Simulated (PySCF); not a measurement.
## Telling isomers of C6H11B apart by NMR

Method: structure optimised with PBE0-D3(BJ)/def2-SVP, σ from GIAO-PBE0/pcSseg-1, B3LYP/pcJ-1 coupling constants (spin–dipole term left out of most H,H and C,H couplings), in PySCF 2.14 (no solvent, single conformer, one averaged value for each set of equivalent atoms, non-relativistic Hamiltonian).

Shifts are taken against calculated references (same method and geometry level): TMS for ¹H (31.27 ppm) and ¹³C (184.41 ppm). Multiplet labels drop J under 1 Hz and among equivalent protons, and merge close values. Unscaled 3J(H,H) run several per cent high. Vicinal couplings that depend on rotamer populations or ring flexing (ring, CH–CH, X–H and H–F types) are those of the one conformer. Couplings to H on boron are left out. Carbons bonded to boron are broad in practice. Shifts are as computed. Against solution values, carbons near 30 ppm lie about +2 ppm off and those near 130 ppm about +5 ppm. Of 1313 compounds with measured shifts, 239 miss one by over three times the rms of a fit or turn the order of signals round; such compounds aren't used in these exercises.

(1) Tabulate the signals of `C=CCBC(=C)C`, `B[C@@H]1C=CCCC1`, `B[C@@H]1C[C@H]1C1CC1` and their relative energies.

(2) What is the quickest way to tell C=CCBC(=C)C from B[C@@H]1C[C@H]1C1CC1?

(3) What is the quickest way to tell B[C@@H]1C=CCCC1 from B[C@@H]1C[C@H]1C1CC1?

(4) What is the quickest way to tell C=CCBC(=C)C from B[C@@H]1C=CCCC1?

Results:

(1) 
```json
{"SMILES": "C=CCBC(=C)C", "carbon types": "1×C 1×CH 3×CH2 1×CH3", "δC": "157.3, 154.3, 137.1, 128.8, 31.6, 23.7", "δH": "6.44 (dq, 1H), 6.30 (dq, 1H), 5.78 (m, 1H), 5.49 (m, 1H), 5.48 (m, 1H), 5.38 (br, 1H), 2.41 (m, 2H), 1.88 (t, 3H)", "E rel. (kcal/mol)": "9.9"}
{"SMILES": "B[C@@H]1C=CCCC1", "carbon types": "3×CH 3×CH2", "δC": "139.0, 134.7, 58.6, 28.5, 27.5, 25.7", "δH": "7.07 (br, 2H), 6.45 (m, 1H), 5.89 (m, 1H), 2.12 (m, 1H), 2.09 (m, 1H), 1.98 (m, 1H), 1.75 (m, 1H), 1.71 (m, 1H), 1.45 (m, 1H), 1.10 (m, 1H)", "E rel. (kcal/mol)": "0.0"}
{"SMILES": "B[C@@H]1C[C@H]1C1CC1", "carbon types": "3×CH 3×CH2", "δC": "32.9, 27.8, 22.9, 17.8, 8.0, 7.1", "δH": "6.78 (br, 2H), 1.39 (m, 1H), 1.29 (m, 1H), 1.16 (m, 1H), 0.64 (m, 1H), 0.54 (m, 1H), 0.47 (m, 1H), 0.33 (m, 1H), 0.06 (m, 1H), 0.01 (m, 1H)", "E rel. (kcal/mol)": "22.8"}
```

Energies are electronic energies at PBE0/pcSseg-1 on these geometries, without zero-point or thermal terms, each for the one conformer computed, which needn't be the lowest.

(2) Both give the same number of carbon signals, but DEPT or the intensities differ. The first has a fully substituted alkene carbon (C) at 157.3 ppm, the second a three-membered-ring carbon (CH) at 32.9 ppm.

(3) Both give the same number of carbon signals, with the same numbers of each carbon type, so the positions decide. The first has an alkene CH at 139.0 ppm, the second a three-membered-ring carbon (CH) at 17.8 ppm. Their most deshielded carbons lie at 139.0 and 32.9 ppm.

(4) Both give the same number of carbon signals, but DEPT or the intensities differ. The first has a fully substituted alkene carbon (C) at 157.3 ppm, the second an allylic sp3 CH bonded to B at 58.6 ppm. Their most deshielded carbons lie at 157.3 and 139.0 ppm. In the proton spectra the most deshielded non-exchanging signals are 6.44 (dq, J = 4.9, 2.2 Hz, 1H) and 7.07 (br, 2H).
